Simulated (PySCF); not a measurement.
## Energy of Te- (tellurium, charge -1) between two integer charges

The 5p beta orbital of [Kr] 4d10 5s2 5p5 is emptied in steps (occupation f), with all orbitals relaxed, ending at [Kr] 4d10 5s2 5p4. Calculation: PySCF 2.14, in aug-cc-pVDZ-PP with ECP28MDF; a scalar-relativistic core potential. The exact energy is a straight line in f; departures are measured from the line between the end points of the same method.

| f | LDA (eV) | PBE (eV) | PBE0 (eV) | r2SCAN (eV) | LC-wPBE (eV) | BHandHLYP (eV) | CAM-B3LYP (eV) |
| --- | --- | --- | --- | --- | --- | --- | --- |
| 1 | 0.000 | 0.000 | 0.000 | 0.000 | 0.000 | 0.000 | 0.000 |
| 0.9 | -0.269 | -0.258 | -0.178 | -0.241 | 0.032 | -0.104 | -0.082 |
| 0.7 | -0.638 | -0.611 | -0.421 | -0.565 | 0.071 | -0.250 | -0.198 |
| 0.5 | -0.772 | -0.737 | -0.506 | -0.672 | 0.081 | -0.306 | -0.244 |
| 0.3 | -0.658 | -0.626 | -0.429 | -0.561 | 0.066 | -0.264 | -0.211 |
| 0.1 | -0.286 | -0.271 | -0.185 | -0.239 | 0.028 | -0.116 | -0.094 |
| 0 | 0.000 | 0.000 | 0.000 | 0.000 | 0.000 | 0.000 | 0.000 |

**Question.** For LDA, how does the orbital energy at f = 1 compare with the removal energy?

**Answer.** −ε = -0.639 eV against a total-energy difference of 2.317 eV. By Janak's theorem ε = ∂E/∂f, so the gap between them reflects the curvature. Along the path −ε is -0.097 (f = 0.9), 1.046 (f = 0.7), 2.258 (f = 0.5), 3.527 (f = 0.3), 4.839 (f = 0.1) eV.

```
   method  E(f=0) − E(f=1) (eV)  −ε at f=1 (eV)  −ε at f=0.5 (eV)
      LDA                 2.317          -0.639             2.258
      PBE                 2.073          -0.772             2.029
     PBE0                 2.035           0.074             2.010
   r2SCAN                 2.042          -0.628             2.055
  LC-wPBE                 1.996           2.369             1.981
BHandHLYP                 1.967           0.835             1.926
CAM-B3LYP                 2.106           1.217             2.066
```

At f = 1 the orbital energy is positive for LDA, PBE, r2SCAN: only the finite basis holds the electron.

Reference removal energy between the ground levels: 1.971 eV (measured; photodetachment measurements, as compiled on the Wikipedia data page of electron affinities). The calculation has no spin-orbit coupling.
